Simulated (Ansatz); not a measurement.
Si47H50, a nanocrystal cut from cubic silicon, 97 atoms. Hardware: 11 threads of AMD EPYC 7R13 on a shared host and a whole NVIDIA H100 80GB HBM3.

Single mean-field runs in 6-31G, def2-SVP are fitted with def2-universal-jkfit.

(1) How many basis functions does each of these Ansatz runs have, and roughly what does it cost? r2SCAN-D4/def2-SVP, charge 0 singlet, relaxation, 9 steps; LDA (SPW92)/def2-SVP, charge 1 doublet at the geometry of the charge 0 singlet, energy, from earlier orbitals; PBE-D4/def2-SVP, charge -1 doublet at the geometry of the charge 0 singlet, energy, from earlier orbitals; PBE-D4/def2-SVP, charge 0 triplet at the geometry of the charge 0 singlet, energy, from earlier orbitals; PBE0-D4/def2-SVP, charge 0 singlet, energy and forces, from earlier orbitals; PBE0-D4/def2-SVP, charge 1 doublet at the geometry of the charge 0 singlet, energy; PBE0-D4/def2-SVP, charge 0 triplet at the geometry of the charge 0 singlet, energy; B3LYP-D4/6-31G, charge 0 singlet, energy; PBE0-D4/def2-SVP, charge -1 doublet at the geometry of the charge 0 singlet, energy; PBE-D4/def2-SVP, charge 1 doublet at the geometry of the charge 0 singlet, energy, from earlier orbitals; LDA (SPW92)/def2-SVP, charge -1 doublet at the geometry of the charge 0 singlet, energy, from earlier orbitals; LDA (SPW92)/def2-SVP, charge 0 singlet, energy and forces, from earlier orbitals.

## Answers

(1) Other jobs shared the machine, so times can vary by a factor of up to 3.

```
                                                                                                           run  functions  fitting or Cholesky vectors  wall time  peak host memory (GiB)
                              LDA (SPW92)/def2-SVP, charge 0 singlet, energy and forces, from earlier orbitals       1096                         6916      8.5 s                     1.9
                                                                      B3LYP-D4/6-31G, charge 0 singlet, energy        711                         6916      8.5 s                     1.7
 LDA (SPW92)/def2-SVP, charge 1 doublet at the geometry of the charge 0 singlet, energy, from earlier orbitals       1096                         6916       14 s                       2
      PBE-D4/def2-SVP, charge 1 doublet at the geometry of the charge 0 singlet, energy, from earlier orbitals       1096                         6916       16 s                     2.2
LDA (SPW92)/def2-SVP, charge -1 doublet at the geometry of the charge 0 singlet, energy, from earlier orbitals       1096                         6916       17 s                       2
                                  PBE0-D4/def2-SVP, charge 0 singlet, energy and forces, from earlier orbitals       1096                         6916       19 s                      11
     PBE-D4/def2-SVP, charge -1 doublet at the geometry of the charge 0 singlet, energy, from earlier orbitals       1096                         6916       20 s                     2.2
      PBE-D4/def2-SVP, charge 0 triplet at the geometry of the charge 0 singlet, energy, from earlier orbitals       1096                         6916       23 s                     2.2
                            PBE0-D4/def2-SVP, charge 1 doublet at the geometry of the charge 0 singlet, energy       1096                         6916       52 s                     2.2
                           PBE0-D4/def2-SVP, charge -1 doublet at the geometry of the charge 0 singlet, energy       1096                         6916       58 s                     2.3
                                                     r2SCAN-D4/def2-SVP, charge 0 singlet, relaxation, 9 steps       1096                         6916       65 s                       2
                            PBE0-D4/def2-SVP, charge 0 triplet at the geometry of the charge 0 singlet, energy       1096                         6916       71 s                     2.3
```
